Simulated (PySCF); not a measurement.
## Sc¹⁷⁺ (scandium, charge +17) across methods

[He] 2s2, closed-shell 1S. All numbers are calculated (PySCF 2.14, scalar relativity by spin-free X2C-1e, in an even-tempered Gaussian basis (19 s from 3.4 bohr⁻², ratio 2.2; 9 p from 5.4 bohr⁻², ratio 2.4; 6 d from 16 bohr⁻², ratio 2.4; 5 f from 24 bohr⁻², ratio 2.4; 4 g from 36 bohr⁻², ratio 2.4)).

```csv
method,E (hartree),mean ε 1s (eV),mean ε 2s (eV),Σ⟨r²⟩ (bohr²),⟨S²⟩
PBE,-522.118,-5327.3,-1179.2,0.2323,0.000
revPBE,-522.313,-5328.1,-1179.4,0.2323,0.000
UHF,-522.13802,-5465.1,-1207.6,0.2326,0.000
r2SCAN,-522.174,-5342.5,-1180.9,0.2325,0.000
M06-L,-522.264,-5342.2,-1181.5,0.2319,0.000
PBE0,-522.150,-5361.9,-1186.7,0.2323,0.000
LDA,-520.475,-5312.7,-1176.7,0.2328,0.000
```
